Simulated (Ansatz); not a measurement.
Total energies of BiCl3 from Ansatz at PBE-D4/def2-TZVP, gas phase (1 Eh = 27.2114 eV = 2625.5 kJ/mol). The reference geometry is relaxed at r2SCAN-D4/def2-SVP.

```json
{"state": "charge 0 singlet", "geometry": "reference", "energy (Eh)": "-1594.89381"}
{"state": "charge 1 doublet", "geometry": "reference", "energy (Eh)": "-1594.51453"}
{"state": "free Bi atom (quartet)", "geometry": "–", "energy (Eh)": "-214.63705"}
{"state": "free Cl atom (doublet)", "geometry": "–", "energy (Eh)": "-459.95840"}
```

In the def2 sets Bi takes a core potential; there is no spin–orbit coupling.

Q: Work out the vertical ionisation energy to the doublet.

A: E(charge 1 doublet) − E(charge 0 singlet) = -1594.51453 − (-1594.89381) = 0.37928 Eh = 10.32 eV. For comparison, −ε of the highest occupied level is 7.61 eV at this level, 2.71 eV less.

Q: What is the binding energy per atom against free atoms?

A: Atoms: 1 × (-214.63705) + 3 × (-459.95840) = -1594.51225 Eh. Binding: -1594.51225 − (-1594.89381) = 0.38156 Eh = 10.38 eV, or 2.60 eV for each of 4 atoms (no zero-point energy, no counterpoise term).
